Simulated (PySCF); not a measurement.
Job file and geometry (Å, from GFN2-xTB) of an NMR shielding run on SMILES c1cs[c]([Al]2[CH2]CC[CH2]2)c1, C$_{8}$H$_{11}$AlS, GIAO PBE0/pcSseg-1 NMR shielding, non-relativistic, gas phase in PySCF 2.14.0, density-fitted response routines; density fitting, a coarse starting grid and PySCF grid level 2 are the driver's defaults:

```
$ OMP_NUM_THREADS=1 python probes_run.py task.json out

{"job": {"kind": "nmr", "xc": "PBE0", "basis": "pcSseg-1"}, "charge": 0, "multiplicity": 1}
C      4.006555     0.524426     0.082189
C      4.171432    -0.677584    -0.530425
S      2.673984    -1.449207    -0.856223
C      1.771524    -0.126378    -0.152613
Al    -0.189680    -0.112022    -0.046792
C     -1.570423    -1.442105    -0.599945
C     -2.756003    -0.813436     0.163952
C     -2.720361     0.720803     0.065842
C     -1.421847     1.280695     0.680891
C      2.648428     0.833850     0.294717
H      4.823185     1.163652     0.370015
H      5.086521    -1.160463    -0.812089
H     -1.455035    -2.493102    -0.315462
H     -1.798923    -1.448915    -1.673728
H     -3.714016    -1.181156    -0.214769
H     -2.690875    -1.088207     1.221001
H     -3.605788     1.138124     0.554723
H     -2.766348     0.996231    -0.992157
H     -1.515932     1.279999     1.774411
H     -1.294390     2.329340     0.395238
H      2.309071     1.742398     0.766956
```

Q: What does the program print?

A: 
```
coarse grid: 18760 points
cycle   1  E = -951.2411664636  dE =  1.389e+00  |g| = 5.751e-01  |ddm| = 4.386e+00
cycle   2  E = -951.1823421228  dE =  5.882e-02  |g| = 7.426e-01  |ddm| = 1.237e+00
cycle   3  E = -951.3304586775  dE = -1.481e-01  |g| = 9.644e-02  |ddm| = 7.939e-01
cycle   4  E = -951.3325781015  dE = -2.119e-03  |g| = 5.008e-02  |ddm| = 1.756e-01
cycle   5  E = -951.3332534975  dE = -6.754e-04  |g| = 9.862e-03  |ddm| = 5.641e-02
cycle   6  E = -951.3332762286  dE = -2.273e-05  |g| = 2.994e-03  |ddm| = 1.272e-02
cycle   7  E = -951.3332781920  dE = -1.963e-06  |g| = 8.482e-04  |ddm| = 3.355e-03
final grid: 172392 points
cycle   8  E = -951.3970290128  dE = -3.329e-05  |g| = 1.111e-02  |ddm| = 3.455e-02
cycle   9  E = -951.3969926108  dE =  3.640e-05  |g| = 1.597e-02  |ddm| = 2.595e-02
cycle  10  E = -951.3970607840  dE = -6.817e-05  |g| = 1.886e-03  |ddm| = 1.751e-02
cycle  11  E = -951.3970618047  dE = -1.021e-06  |g| = 4.263e-04  |ddm| = 2.543e-03
cycle  12  E = -951.3970618488  dE = -4.409e-08  |g| = 9.719e-05  |ddm| = 4.572e-04
cycle  13  E = -951.3970618503  dE = -1.532e-09  |g| = 6.297e-05  |ddm| = 1.676e-04
cycle  14  E = -951.3970618513  dE = -1.020e-09  |g| = 1.570e-05  |ddm| = 6.551e-05
cycle  15  E = -951.3970618514  dE = -5.957e-11  |g| = 3.001e-06  |ddm| = 1.612e-05
converged SCF energy = -951.3970618514

GIAO shielding tensors (ppm)
atom      isotropic    diamagn.    paramagn.     s11        s22        s33       span
  0 C       55.398     255.700    -200.302    -28.062     42.650    151.605    179.667
  1 C       42.011     266.335    -224.323    -51.545     32.379    145.200    196.746
  2 S      225.943    1057.180    -831.237     69.961    226.629    381.240    311.279
  3 C       34.434     256.205    -221.770    -44.513     -5.648    153.464    197.977
  4 Al     284.798     797.580    -512.783    237.811    303.296    313.286     75.475
  5 C      175.521     251.207     -75.686    159.288    175.156    192.119     32.831
  6 C      153.905     248.189     -94.283    144.547    150.567    166.602     22.055
  7 C      153.993     248.155     -94.162    145.184    150.300    166.496     21.311
  8 C      175.891     251.264     -75.373    159.538    175.643    192.491     32.952
  9 C       40.447     249.469    -209.023    -51.436     28.958    143.819    195.255
 10 H       24.197      29.229      -5.032     20.934     24.790     26.867      5.932
 11 H       23.921      29.967      -6.046     21.163     23.235     27.366      6.202
 12 H       30.663      31.027      -0.364     25.628     28.926     37.435     11.808
 13 H       31.163      31.111       0.052     26.294     29.105     38.091     11.797
 14 H       29.176      28.469       0.707     23.465     27.814     36.251     12.786
 15 H       30.681      30.593       0.088     26.224     29.095     36.724     10.499
 16 H       29.165      28.691       0.474     23.465     27.792     36.239     12.775
 17 H       30.686      30.689      -0.003     26.279     29.054     36.726     10.446
 18 H       31.187      31.661      -0.475     26.407     28.956     38.196     11.789
 19 H       30.642      31.758      -1.115     25.627     28.723     37.577     11.950
 20 H       23.834      32.395      -8.561     19.915     23.587     28.001      8.086
```

Size and cost of the density-fitted run: 239 basis functions, 120 s wall time on 1 thread of an Arm Neoverse N1, shared host; peak memory 1.1 GiB.
